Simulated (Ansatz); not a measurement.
`CC(C)OB(O)Cl` and `CC(C)[O][Ge][Cl]` differ in one atom or group.

Ansatz, PBE0-D4/def2-TZVP geometries, multiplicity 1. Each molecule was computed in one conformer, which needn't be the lowest.

Scalar relativity is left out up to krypton.

```json
{"property": "HOMO–LUMO gap (B3LYP/def2-TZVPP) / eV", "`CC(C)OB(O)Cl`": "8.88"}
{"property": "HOMO–LUMO gap (PBE0/def2-TZVPP) / eV", "`CC(C)OB(O)Cl`": "9.47"}
{"property": "HOMO energy (ωB97M-V/def2-TZVPP) / eV", "`CC(C)OB(O)Cl`": "-11.07"}
{"property": "LUMO energy (PBE/def2-TZVPP) / eV", "`CC(C)OB(O)Cl`": "-0.07"}
{"property": "HOMO–LUMO gap (ωB97M-V/def2-TZVPP) / eV", "`CC(C)OB(O)Cl`": "13.16"}
{"property": "HOMO energy (PBE0/def2-TZVPP) / eV", "`CC(C)OB(O)Cl`": "-8.72"}
```

Task: What does the change do to each property? (An estimate is asked.)

Result: The calculation gave: 
```json
{"property": "HOMO–LUMO gap (B3LYP/def2-TZVPP) / eV", "`CC(C)[O][Ge][Cl]`": "5.20", "shift": "-3.68"}
{"property": "HOMO–LUMO gap (PBE0/def2-TZVPP) / eV", "`CC(C)[O][Ge][Cl]`": "5.60", "shift": "-3.87"}
{"property": "HOMO energy (ωB97M-V/def2-TZVPP) / eV", "`CC(C)[O][Ge][Cl]`": "-9.90", "shift": "1.17"}
{"property": "LUMO energy (PBE/def2-TZVPP) / eV", "`CC(C)[O][Ge][Cl]`": "-2.89", "shift": "-2.82"}
{"property": "HOMO–LUMO gap (ωB97M-V/def2-TZVPP) / eV", "`CC(C)[O][Ge][Cl]`": "9.69", "shift": "-3.47"}
{"property": "HOMO energy (PBE0/def2-TZVPP) / eV", "`CC(C)[O][Ge][Cl]`": "-7.75", "shift": "0.97"}
```

With PBE0 the HOMO rises by 0.97 eV and the LUMO falls by 2.92 eV, so the gap narrows by about 3.89 eV. PBE moves the HOMO by 0.63 eV and ωB97M-V by 1.17 eV.

B3LYP here is the variant with VWN-RPA as its local correlation; programs differ in this.
